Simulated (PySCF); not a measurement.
Molfile (atoms numbered from 1):
```
C5H7FSi
     RDKit          3D

 14 14  0  0  0  0  0  0  0  0999 V2000
   -2.9736   -0.2566    0.4367 C   0  0  0  0  0  0  0  0  0  0  0  0
   -1.6182    0.0578    0.0455 C   0  0  0  0  0  0  0  0  0  0  0  0
   -0.4830    0.2947   -0.2709 C   0  0  0  0  0  0  0  0  0  0  0  0
    0.8549    0.6073   -0.6324 C   0  0  2  0  0  0  0  0  0  0  0  0
    0.9447    1.7771   -1.3758 F   0  0  0  0  0  0  0  0  0  0  0  0
    1.7657   -0.5119   -1.1573 C   0  0  0  0  0  0  0  0  0  0  0  0
    2.3632    0.2005    0.4799 Si  0  0  0  0  0  4  0  0  0  0  0  0
   -3.1263   -0.0241    1.4909 H   0  0  0  0  0  0  0  0  0  0  0  0
   -3.1714   -1.3162    0.2745 H   0  0  0  0  0  0  0  0  0  0  0  0
   -3.6751    0.3273   -0.1585 H   0  0  0  0  0  0  0  0  0  0  0  0
    1.3028   -1.4883   -1.2033 H   0  0  0  0  0  0  0  0  0  0  0  0
    2.2771   -0.2647   -2.0779 H   0  0  0  0  0  0  0  0  0  0  0  0
    3.4510    1.1555    0.4379 H   0  0  0  0  0  0  0  0  0  0  0  0
    2.0877   -0.5587    1.6836 H   0  0  0  0  0  0  0  0  0  0  0  0
  1  2  1  0
  2  3  3  0
  3  4  1  0
  4  5  1  6
  4  6  1  0
  6  7  1  0
  7  4  1  0
  1  8  1  0
  1  9  1  0
  1 10  1  0
  6 11  1  0
  6 12  1  0
  7 13  1  0
  7 14  1  0
M  END
```

Computational details: geometry: GFN2-xTB, shieldings: GIAO PBE0/pcSseg-1, in PySCF 2.14.0 with density-fitted response routines (single conformer, isolated molecule, averaged over atoms made equivalent by symmetry, fast rotation or ring inversion, non-relativistic Hamiltonian).

**Question.** Predict the 2D correlation tables (HSQC, COSY, HMBC).

**Answer.** 

HSQC (one-bond C–H):
```csv
δH,δC
2.16 (H8/H9/H10),5.6 (C1)
1.39 (H12),13.3 (C6)
1.13 (H11),13.3 (C6)
```

COSY cross peaks (H two or three bonds apart, from the bond graph; peaks can be absent where the dihedral angle is near 90°):
```csv
δH,δH
3.27 (H13),2.89 (H14)
3.27 (H13),1.39 (H12)
3.27 (H13),1.13 (H11)
2.89 (H14),1.39 (H12)
2.89 (H14),1.13 (H11)
1.39 (H12),1.13 (H11)
```

HMBC (two and three bonds, from the bond graph):
```csv
δH,δC
3.27 (H13),"84.5 (C3), 75.5 (C4), 13.3 (C6)"
2.89 (H14),"84.5 (C3), 75.5 (C4), 13.3 (C6)"
2.16 (H8/H9/H10),"97.4 (C2), 84.5 (C3)"
1.39 (H12),"84.5 (C3), 75.5 (C4)"
1.13 (H11),"84.5 (C3), 75.5 (C4)"
```

δ = σ(ref) − σ, references computed at the same level: 1H (σ = 31.72 ppm) and 13C (σ = 186.93 ppm) vs TMS.

Shifts are as computed. Against solution values, carbons near 30 ppm lie about +3 ppm off and those near 130 ppm about +5 ppm. Of 1211 compounds with measured shifts, 218 miss one by over three times the rms of a fit or turn the order of signals round; such compounds aren't used in these exercises.
